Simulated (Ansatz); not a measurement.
Input file for Ansatz (a program for electronic structure): R-r2SCAN/def2-TZVPPD on C2H8S (a complex), monomers drawn apart or pushed together. Files ending in .json are basis or fitting sets from the Basis Set Exchange.

Ansatz 0.2 input:
```yaml
crystal:
  periodic: [false, false, false]
  atoms:
    - {symbol: C, position_ang: [-0.05253314, 0.07524439, -0.09987776]}
    - {symbol: H, position_ang: [-1.11684466, 0.02075430, 0.12847562]}
    - {symbol: H, position_ang: [0.49353200, 0.40839097, 0.78163316]}
    - {symbol: H, position_ang: [0.30373735, -0.90909669, -0.40184656]}
    - {symbol: H, position_ang: [0.10475973, 0.78045081, -0.91489445]}
    - {symbol: C, position_ang: [-0.27486045, -1.25528634, 3.19740572]}
    - {symbol: S, position_ang: [0.23658379, 0.45186674, 3.57815012]}
    - {symbol: H, position_ang: [-0.29703354, -1.42890259, 2.12386502]}
    - {symbol: H, position_ang: [0.47730228, -1.90331394, 3.64416428]}
    - {symbol: H, position_ang: [-1.24242885, -1.48481516, 3.63869830]}
    - {symbol: H, position_ang: [-0.78203598, 1.07118294, 2.96016538]}
basis:
  gaussian:
    orbitals: def2-TZVPPD.json
hamiltonian:
  xc: {name: r2SCAN}
scf: {lower_state_search: off}
```

Problem. Predict the final total energy.

Solution. -479.1747 hartree.
